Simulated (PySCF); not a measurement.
PySCF job for BH6N, SMILES [BH3-][NH3+] (connectivity only; charge and spin as stated), charge +1, multiplicity 2, PBE/pcH-1. Coordinates come from a B3LYP-D3(BJ)/def2-TZVP optimisation. The spin state was assumed, not searched.

```python
import numpy as np
from pyscf import gto, scf, dft
from pyscf.prop.hfc import uks as hfc
from pyscf.prop.gtensor import uks as gtensor

mol = gto.M(
    atom='''
    B     0.13812467   -0.82985016    0.00000000
    N    -0.02561924    0.71632254   -0.00000000
    H     1.21893028   -1.28616389   -0.00000001
    H    -0.80589701   -1.44252250   -0.58975807
    H    -0.80589701   -1.44252251    0.58975807
    H     0.43703467    1.12822369    0.81765105
    H    -0.99249425    1.04975458    0.00000001
    H     0.43703466    1.12822369   -0.81765105
    ''',
    basis='pcH-1',
    charge=1,
    spin=1,
    max_memory=1600,
    verbose=3,
)
mf = dft.UKS(mol, xc='pbe')
mf.grids.level = 3
mf.conv_tol = 1e-10
mf.max_cycle = 100
mf.kernel()
fine, coarse = mf.grids, dft.Grids(mol).set(level=1).build(with_non0tab=True)
for _ in range(3):  # follow internal instabilities
    mf.grids = coarse
    mo, _, stable, _ = mf.stability(return_status=True, nroots=4)
    mf.grids = fine
    if stable:
        break
    mf.kernel(mf.make_rdm1(mo, mf.mo_occ))
A = hfc.HFC(mf).make_fcdip(mf.make_rdm1())  # Fermi contact and dipolar terms, MHz
print('atom   A(iso)/MHz   principal dipolar parts/MHz')
for i, a in enumerate(A):
    w = np.linalg.eigvalsh((a + a.T) / 2)
    print(f'{mol.atom_symbol(i):2s}{i + 1:3d} {w.mean():12.2f}', (w - w.mean()).round(2))
gt = gtensor.GTensor(mf)
gt.dia_soc2e, gt.para_soc2e, gt.so_eff_charge = None, None, True
gt.max_cycle_cphf = 60
g = gt.kernel()
```

Log of the run:

```

WARN: HOMO -0.239592231329157 >= LUMO -0.239592231329155

converged SCF energy = -82.7620833625182  <S^2> = 0.75199766  2S+1 = 2.0019967
<class 'pyscf.dft.uks.UKS'> wavefunction is stable in the internal stability analysis
atom   A(iso)/MHz   principal dipolar parts/MHz
B   1        14.32 [-38.17 -33.8   71.97]
N   2        -5.73 [-0.7 -0.5  1.2]
H   3       -45.52 [-17.41  -1.78  19.19]
H   4       456.42 [-19.66 -15.07  34.73]
H   5       456.42 [-19.66 -15.07  34.73]
H   6        40.54 [-4.7  -3.14  7.84]
H   7        -0.17 [-4.21 -3.27  7.48]
H   8        40.54 [-4.7  -3.14  7.84]
SOC(1e)/OZ [ 3.57384495e-04  4.18469752e-04 -1.01957698e-05]
free electron g 2.00231930436182
g-tensor total [2.00257054 2.00267719 2.00224685]
g-shift (ppt) [ 0.25123614  0.35788894 -0.0724569 ]
```

The run converged.
